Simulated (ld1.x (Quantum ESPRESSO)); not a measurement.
# Varying the TM potential for B

Base potential:

| Quantity | Value |
| --- | --- |
| Element | boron (B) |
| Generator | ld1.x (Quantum ESPRESSO) 7.5 |
| Type | norm-conserving Troullier–Martins (Kleinman–Bylander form) |
| Functional | LDA (PZ) |
| Relativity | scalar-relativistic |
| Frozen core | [He] |
| Valence charge | 3 |
| Reference configuration | 2s2 2p1 |
| Partial waves | 2s (bound): rc 1.55 bohr; 3d channel at 0.4 Ry: rc 1.70 bohr; 2p (bound): rc 2.00 bohr |
| Local potential | the p channel |
| Core correction | none |

Cutoffs, loose and tight: the cutoffs (Ry, on a coarse ladder) from which the occupation-weighted sum of valence levels, in a spherical-Bessel basis at the reference potential, stays within 10 and 1 mRy of its value at 400 Ry. They do not see the model core or the augmentation charge, which bear on the density cutoff. Test errors are all-electron minus pseudo excitation energies from the reference, over the configurations 2s2 2p0; 2s1 2p0; 2s2 2p0.5; 2s1 2p2; 2s2 2p1.3; 2s1 2p1; 2s0 2p3 (two spin-polarised tests are not counted in the largest error). A dash means not determined; rows that change the core or the reference have their own tests.

```tsv
change	outcome	cutoff, loose	cutoff, tight	bound ghosts	largest test error (meV)
base	generated	21 Ry	50 Ry	none	+132
type ultrasoft; waves now 2s (bound): rcut 1.35, rcutus 1.55 bohr; 2s channel at 0.7 Ry: rcut 1.35, rcutus 1.55 bohr; 2p (bound): rcut 1.75, rcutus 2.00 bohr; 2p channel at 0.05 Ry: rcut 1.75, rcutus 2.00 bohr; 3d channel at 0.4 Ry: rcut 1.50, rcutus 1.70 bohr; local potential all-electron potential smoothed inside 1.85 bohr (lloc = -2); augmentation built from norm-conserving waves at rcut, not smoothed further	generated	12 Ry	18 Ry	none	+118
core correction a·sin(br)/r model core inside 0.98 bohr	generated	21 Ry	50 Ry	none	+86
functional PBE	generated	21 Ry	50 Ry	none	+110
reference 2s1.5 2p1.5	generated	25 Ry	45 Ry	none	+153
wave 3d channel at 0.4 Ry: rc 1.70 bohr becomes 3d channel at 0.54 Ry: rc 1.70 bohr	generated	21 Ry	50 Ry	none	+132
all radii scaled by about 0.89 (s 1.38, p 1.78, d 1.52 bohr)	generated	25 Ry	55 Ry	none	+122
wave 3d channel at 0.4 Ry: rc 1.70 bohr becomes 3d channel at 0.4 Ry: rc 1.18 bohr	generated	21 Ry	50 Ry	none	+132
wave 2s (bound): rc 1.55 bohr becomes 2s (bound): rc 2.32 bohr	generated	21 Ry	30 Ry	none	+113
```
